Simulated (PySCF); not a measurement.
Does the drawn structure hold up?

C7H7OS. Drawn bonds (atoms numbered from 1): C1–C2, C2–C3, C3=C4, C4–C5, C5=S6, C5–C7, C7=C8, C8–O9, C3–O9, C1–H10, C1–H11, C2–H12, C2–H13, C4–H14, C7–H15, C8–H16. Doublet state.

Geometry after optimisation with GFN2-xTB (Å):

```
atom  x, y, z in Å
C1     1.994    0.031    0.437
C2     1.697   -0.907   -0.685
C3     0.550   -0.189    0.009
C4    -0.166    0.866   -0.694
C5    -1.505    1.075   -0.508
S6    -2.347    2.300   -1.333
C7    -2.191    0.203    0.426
C8    -1.499   -0.758    1.049
O9    -0.189   -1.005    0.892
H10    2.273   -0.392    1.389
H11    2.442    0.986    0.216
H12    1.776   -1.966   -0.495
H13    1.937   -0.609   -1.694
H14    0.401    1.479   -1.376
H15   -3.243    0.342    0.600
H16   -1.938   -1.447    1.756
```

Here a drawn bond counts as lost beyond 1.3 times the sum of covalent radii plus 0.1 Å; another pair counts as a new contact within 1.08 times that sum, or 1.2 times among H, C, N, O, F, S and Cl. Covalent radii used (Å): C 0.73, H 0.31, O 0.66, S 1.05.

Which drawn bonds no longer describe this geometry, and which new contacts appear?

No drawn bond is lost. New contacts: C1–C3 (1.52 Å; radii sum 1.46 Å). The tight-binding optimisation can itself be at fault, so a check at a higher level is due before the drawing is dismissed.

How long is each drawn bond in this geometry?

```
drawn bond  length (Å)  over radii sum
     C1–C2       1.492            1.02
     C2–C3       1.521            1.04
     C3–C4       1.456            1.00
     C4–C5       1.367            0.94
     C5–S6       1.701            0.96
     C5–C7       1.450            0.99
     C7–C8       1.338            0.92
     C8–O9       1.343            0.97
     C3–O9       1.412            1.02
    C1–H10       1.079            1.04
    C1–H11       1.078            1.04
    C2–H12       1.078            1.04
    C2–H13       1.079            1.04
    C4–H14       1.078            1.04
    C7–H15       1.075            1.03
    C8–H16       1.081            1.04
```

All values are computed, not measured.
